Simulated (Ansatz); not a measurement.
(NMe2)3Sn-NH-SiH3 (C₆H₂₂N₄SiSn). The state is a singlet with charge 0. Geometry PBE-D4/def2-SVP, basis def2-TZVP, Ansatz.

Cartesian coordinates in Å:
```
Sn 0.200 0.154 0.064
N -1.420 -0.193 1.282
C -2.729 0.227 0.820
C -1.235 -0.063 2.715
N -0.503 -0.409 -1.788
C -1.132 -1.708 -1.917
C 0.192 0.035 -2.978
N 1.754 -0.803 1.035
C 3.116 -0.504 0.639
C 1.548 -2.193 1.400
N 0.874 2.090 -0.206
Si -0.161 3.417 -0.688
H -2.791 0.167 -0.286
H -2.992 1.276 1.117
H -3.526 -0.434 1.239
H -1.437 0.971 3.099
H -0.197 -0.329 3.000
H -1.923 -0.749 3.265
H -0.420 -2.527 -2.201
H -1.922 -1.686 -2.706
H -1.623 -2.003 -0.967
H 0.966 -0.689 -3.342
H 0.698 1.005 -2.797
H -0.526 0.185 -3.820
H 3.496 -1.149 -0.196
H 3.816 -0.650 1.495
H 3.214 0.550 0.309
H 2.165 -2.459 2.291
H 1.827 -2.918 0.591
H 0.487 -2.375 1.665
H 1.636 2.325 0.441
H -1.224 2.843 -1.582
H -0.849 4.133 0.454
H 0.620 4.462 -1.447
```

| run | HOMO (eV) | LUMO (eV) |
| --- | --- | --- |
| A | -4.85 | -1.45 |
| B | -4.63 | -1.69 |
| C | -4.52 | -1.59 |
| D | -5.69 | -0.98 |
| E | -5.89 | -0.71 |
| F | -9.06 | 2.68 |

In the def2 sets Sn takes a core potential; there is no spin–orbit coupling. B3LYP takes the VWN-RPA correlation. Single mean-field runs in def2-TZVP are fitted with def2-universal-jkfit.

Question: The runs used B3LYP, BLYP, HF, PBE, PBE0, r2SCAN. Estimate which is which.

Answer: A r2SCAN (0 % exact exchange); B PBE (0 % exact exchange); C BLYP (0 % exact exchange); D B3LYP (20 % exact exchange); E PBE0 (25 % exact exchange); F HF (100 % exact exchange). Exact exchange lowers occupied and raises empty levels; among semilocal functionals meta-GGAs tend to open the gap a little, and such runs are hard to tell apart. The gap grows from 2.93 eV (BLYP) to 11.74 eV (HF).
